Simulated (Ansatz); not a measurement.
A run of Ansatz (development build ahead of 0.2.0) on doublet VClF at this shape:

```yaml
atoms:
  - { symbol: V, position_ang: [0.0000, 0.0000, 0.0000] }
  - { symbol: F, position_ang: [0.0000, 1.8155, 0.6608] }
  - { symbol: Cl, position_ang: [0.0000, -2.2045, 0.8024] }
```

Its results:

| Item | Value |
| --- | --- |
| Converged | yes |
| Total energy | -1503.72234 hartree |
| Spin squared of the determinant | 1.748 |
| Stability test | minimum |

(1) Which input gives this output? Name the method, the orbitals and the basis set, and write the input.

Answers

(1) PBE0 (unrestricted) in pcseg-2.

```yaml
crystal:
  periodic: [false, false, false]
  atoms:
    - { symbol: V, position_ang: [0.0, 0.0, 0.0] }
    - { symbol: F, position_ang: [0.0, 1.8155, 0.6608] }
    - { symbol: Cl, position_ang: [0.0, -2.2045, 0.8024] }
basis:
  gaussian: { orbitals: pcseg-2 }
magnetization:
  spin_polarized: true
  initial_magnetization: 1
hamiltonian:
  xc: pbe0
```

Caution: another spin multiplicity may lie lower; the unrestricted determinant is a mixture of spin states.
